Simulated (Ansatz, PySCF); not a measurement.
Species: Bi$_{2}$ (charge 0, singlet). SMILES: [Bi]#[Bi]
Geometry: optimised at B3LYP-D3(BJ)/def2-TZVP (Ansatz, a quantum-chemistry and plane-wave program).

Quantity: atomisation energy (electronic, to ground-state atoms), in kcal/mol. Cores are frozen in the correlated levels unless marked. UHF or UKS for open shells. Spin-orbit coupling is left out. The frozen core is the preceding noble-gas configuration, with the filled d and f shells of earlier blocks. Past Kr the def2 sets carry scalar-relativistic core potentials. The coupled-cluster limit lacks core correlation, which all-electron functionals hold. CBS marks a two-point X^-3 extrapolation of the correlation energy; Hartree-Fock from the larger set.

The Hartree-Fock reference is unstable (checked in the largest basis), which strains HF and MP2. 

| level | program | atomisation energy (kcal/mol) |
|---|---|---|
| HF-D4/def2-TZVPD | PySCF + dftd4 | ___ |
| BLYP-D4/def2-TZVPD | Ansatz + dftd4 | 72.3 |
| revPBE/def2-TZVPD | Ansatz | 57.4 |
| BP86/def2-TZVPD | PySCF | 67.2 |
| TPSS/def2-TZVPD | PySCF | 62.8 |
| TPSSh/def2-TZVPD | PySCF | 58.1 |
| r2SCANh/def2-TZVPD | Ansatz | ___ |
| PW6B95-D4/def2-TZVPD | PySCF + dftd4 | 60.4 |
| M06-2X/def2-TZVPD | PySCF | ___ |
| CCSDT/def2-SVP | Ansatz | 35.1 |
| CCSD(T)/CBS(def2-TZVPPD,def2-QZVPPD) | Ansatz | 53.3 |

Complete the blanks.


- HF-D4/def2-TZVPD, atomisation energy (kcal/mol): -19.0
- r2SCANh/def2-TZVPD, atomisation energy (kcal/mol): 46.0
- M06-2X/def2-TZVPD, atomisation energy (kcal/mol): 8.7
